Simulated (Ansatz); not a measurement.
One change: `[NH2][Ta]([NH2])([NH2])=[O]` becomes `[NH2][Ta]([NH2])(=[O])[OH]`.

Ansatz, PBE0-D4/def2-TZVP geometries, multiplicity 1. Each molecule was computed in one conformer, which needn't be the lowest.

Elements past krypton have def2 core potentials.

```
                                      property  `[NH2][Ta]([NH2])([NH2])=[O]`
             HOMO energy (PBE/def2-TZVPP) / eV                          -5.55
         LUMO energy (ωB97M-V/def2-TZVPP) / eV                           1.14
zero-point energy (PBE0-D4/def2-TZVP) / kJ/mol                          204.7
size of the dipole moment (PBE/def2-TZVPP) / D                           3.68
         HOMO–LUMO gap (B3LYP/def2-TZVPP) / eV                           6.33
           HOMO–LUMO gap (PBE/def2-TZVPP) / eV                           4.82
```

(1) Give the same properties after the change, and the shifts. (Best estimate.)

Answers

(1) Ansatz gave: 
```tsv
property	`[NH2][Ta]([NH2])(=[O])[OH]`	shift
HOMO energy (PBE/def2-TZVPP) / eV	-5.93	-0.38
LUMO energy (ωB97M-V/def2-TZVPP) / eV	1.15	0.01
zero-point energy (PBE0-D4/def2-TZVP) / kJ/mol	174.1	-30.6
size of the dipole moment (PBE/def2-TZVPP) / D	2.59	-1.09
HOMO–LUMO gap (B3LYP/def2-TZVPP) / eV	6.72	0.39
HOMO–LUMO gap (PBE/def2-TZVPP) / eV	5.05	0.23
```

The zero-point energy changes by -30.6 kJ/mol with -3 modes. Dipoles are sizes alone; their direction can turn.

B3LYP here is the variant with VWN-RPA as its local correlation; programs differ in this.
